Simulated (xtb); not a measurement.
C4H8O, charge +1, doublet, from a rough starting geometry (a state made from the parent by changing its charge; the spin is typed, not shown lowest); GFN2-xTB in xtb 6.7.1.

Here is a job for xtb.
```
$ xtb mol.xyz --gfn 2 --chrg 1 --uhf 1 --opt vtight --json

# file mol.xyz
13

C     -0.26595047     1.01783807    -0.20216170
C      0.92653722     0.28372029     0.49677224
C      0.73705068    -1.07757704    -0.05339273
O     -0.65737267    -1.33136859    -0.16694242
C     -1.33224109    -0.05223115    -0.12373351
H     -0.57593876     1.90219508     0.24393266
H     -0.00944137     1.21302352    -1.27110447
H      1.93789213     0.75796248     0.17660795
H      0.84352615     0.43517231     1.54634281
H      1.13911273    -1.81127103     0.70158232
H      1.24637997    -1.31800735    -1.02396910
H     -1.87411013     0.05391981     0.82491238
H     -2.02223410    -0.00429909    -0.98215527
```

It wrote (shortened):

```
   ID    Z sym.   atoms
    1    6 C      1-3, 5
    2    8 O      4
    3    1 H      6-13

           -------------------------------------------------
          |                Calculation Setup                |
           -------------------------------------------------

           -------------------------------------------------
          |                 G F N 2 - x T B                 |
           -------------------------------------------------

          ...................................................
          :                      SETUP                      :
          :.................................................:
          :  # basis functions                  28          :
          :  # atomic orbitals                  28          :
          :  # shells                           18          :
          :  # electrons                        29          :
          :  max. iterations                   250          :
          :  Hamiltonian                  GFN2-xTB          :
          :  restarted?                      false          :
          :  GBSA solvation                  false          :
          :  PC potential                    false          :
          :  electronic temp.          300.0000000     K    :
          :  accuracy                    1.0000000          :
          :  -> integral cutoff          0.2500000E+02      :
          :  -> integral neglect         0.1000000E-07      :
          :  -> SCF convergence          0.1000000E-05 Eh   :
          :  -> wf. convergence          0.1000000E-03 e    :
          :  Broyden damping             0.4000000          :
          :  net charge                          1          :
          :  unpaired electrons                  1          :
          ...................................................

 iter      E             dE          RMSdq      gap      omega  full diag
   1    -16.3496228 -0.163496E+02  0.324E+00   10.87       0.0  T
   2    -16.3653989 -0.157762E-01  0.202E+00   10.83       1.0  T
   3    -16.3645622  0.836757E-03  0.673E-01   10.87       1.0  T
   4    -16.3616571  0.290513E-02  0.592E-01   10.91       1.0  T
   5    -16.3663827 -0.472562E-02  0.144E-01   10.89       1.0  T
   6    -16.3665889 -0.206230E-03  0.578E-02   10.90       1.0  T
   7    -16.3665919 -0.302740E-05  0.204E-02   10.90       1.4  T
   8    -16.3665919  0.277293E-08  0.492E-03   10.90       5.6  T
   9    -16.3665920 -0.606931E-07  0.224E-03   10.90      12.4  T
  10    -16.3665920 -0.402628E-07  0.738E-04   10.90      37.6  T
  11    -16.3665920 -0.690405E-08  0.322E-04   10.90      86.2  T

   *** convergence criteria satisfied after 11 iterations ***

         :::::::::::::::::::::::::::::::::::::::::::::::::::::
         ::                     SUMMARY                     ::
         :::::::::::::::::::::::::::::::::::::::::::::::::::::
         :: total energy             -16.184515417649 Eh    ::
         :: gradient norm              0.124338841667 Eh/a0 ::
         :: HOMO-LUMO gap             10.901988295511 eV    ::
         ::.................................................::
         :: SCC energy               -16.366586788714 Eh    ::
         :: -> isotropic ES            0.104251202624 Eh    ::
         :: -> anisotropic ES         -0.008976048106 Eh    ::
         :: -> anisotropic XC          0.008456733722 Eh    ::
         :: -> dispersion             -0.005246417058 Eh    ::
         :: repulsion energy           0.182071371064 Eh    ::
         :: add. restraining           0.000000000000 Eh    ::
         :: total charge               1.000000000000 e     ::
         :::::::::::::::::::::::::::::::::::::::::::::::::::::

      -----------------------------------------------------------
     |                   =====================                   |
     |                        A N C O P T                        |
     |                   =====================                   |
[...]
 * total energy  :   -16.2022652 Eh     change       -0.2457379E-03 Eh
 * total energy  :   -16.2023787 Eh     change       -0.1135207E-03 Eh
 * total energy  :   -16.2024311 Eh     change       -0.5236476E-04 Eh
 * total energy  :   -16.2024728 Eh     change       -0.4166331E-04 Eh
 * total energy  :   -16.2025025 Eh     change       -0.2978790E-04 Eh
 * total energy  :   -16.2025241 Eh     change       -0.2152482E-04 Eh
 * total energy  :   -16.2025305 Eh     change       -0.6395433E-05 Eh
 * total energy  :   -16.2025332 Eh     change       -0.2782218E-05 Eh
 * total energy  :   -16.2025346 Eh     change       -0.1377967E-05 Eh
 * total energy  :   -16.2025352 Eh     change       -0.5785946E-06 Eh
 * total energy  :   -16.2025354 Eh     change       -0.2317958E-06 Eh
 * total energy  :   -16.2025355 Eh     change       -0.9408810E-07 Eh
   *** GEOMETRY OPTIMIZATION CONVERGED AFTER 15 ITERATIONS ***
         :: total energy             -16.202535529709 Eh    ::
[...]
        20                         -0.0877874              -2.3888
        21                         -0.0771688              -2.0999
        22                         -0.0506378              -1.3779
        23                         -0.0398637              -1.0847
        24                          0.0262462               0.7142
        25                          0.0339570               0.9240
        26                          0.0457557               1.2451
       ...                                ...                  ...
        28                          0.1186426               3.2284
      -------------------------------------------------------------
                  HL-Gap            0.4359660 Eh           11.8632 eV
             Fermi-level           -0.5088187 Eh          -13.8457 eV

     #   Z          covCN         q      C6AA      α(0)
     1   6 C        3.820    -0.081    22.036     6.681
     2   6 C        3.820    -0.081    22.036     6.681
     3   6 C        3.757     0.058    19.659     6.322
     4   8 O        1.708    -0.091    15.705     5.351
     5   6 C        3.757     0.058    19.659     6.322
     6   1 H        0.925     0.109     1.709     2.044
     7   1 H        0.924     0.107     1.720     2.051
     8   1 H        0.925     0.109     1.709     2.044
     9   1 H        0.924     0.107     1.720     2.051
    10   1 H        0.923     0.168     1.274     1.765
    11   1 H        0.921     0.185     1.179     1.698
    12   1 H        0.921     0.185     1.179     1.698
    13   1 H        0.923     0.168     1.274     1.765

 Mol. C6AA /au·bohr⁶  :       1012.641809
 Mol. C8AA /au·bohr⁸  :      22303.578434
 Mol. α(0) /au        :         46.472026

Wiberg/Mayer (AO) data.
largest (>0.10) Wiberg bond orders for each atom

 ---------------------------------------------------------------------------
     #   Z sym  total        # sym  WBO       # sym  WBO       # sym  WBO
 ---------------------------------------------------------------------------
     1   6 C    3.978 --     5 C    1.007     2 C    1.001     6 H    0.961
                             7 H    0.945
     2   6 C    3.978 --     3 C    1.007     1 C    1.001     8 H    0.961
                             9 H    0.945
     3   6 C    3.910 --     4 O    1.094     2 C    1.007    10 H    0.868
                            11 H    0.825
     4   8 O    2.426 --     5 C    1.094     3 C    1.094
     5   6 C    3.910 --     4 O    1.094     1 C    1.007    13 H    0.868
                            12 H    0.825
     6   1 H    0.988 --     1 C    0.961
     7   1 H    0.987 --     1 C    0.945
     8   1 H    0.988 --     2 C    0.961
     9   1 H    0.987 --     2 C    0.945
    10   1 H    0.967 --     3 C    0.868
    11   1 H    0.954 --     3 C    0.825
    12   1 H    0.954 --     5 C    0.825
    13   1 H    0.967 --     5 C    0.868
 ---------------------------------------------------------------------------

Topologies differ in total number of bonds
Writing topology from bond orders to xtbtopo.mol

molecular dipole:
                 x           y           z       tot (Debye)
 q only:       -0.155      -0.328      -0.026
   full:       -0.199      -0.416      -0.039       1.176
molecular quadrupole (traceless):
                xx          xy          yy          xz          yz          zz
 q only:        4.405      -3.595      -0.732       0.776      -0.235      -3.673
  q+dip:        3.383      -3.658      -2.108      -0.155      -0.342      -1.275
   full:        3.866      -3.835      -1.800       0.152      -0.345      -2.066

optimized geometry written to: xtbopt.xyz

           -------------------------------------------------
          | TOTAL ENERGY              -16.202535529709 Eh   |
          | GRADIENT NORM               0.000037981525 Eh/α |
          | HOMO-LUMO GAP              11.863239350504 eV   |
           -------------------------------------------------

normal termination of xtb
```
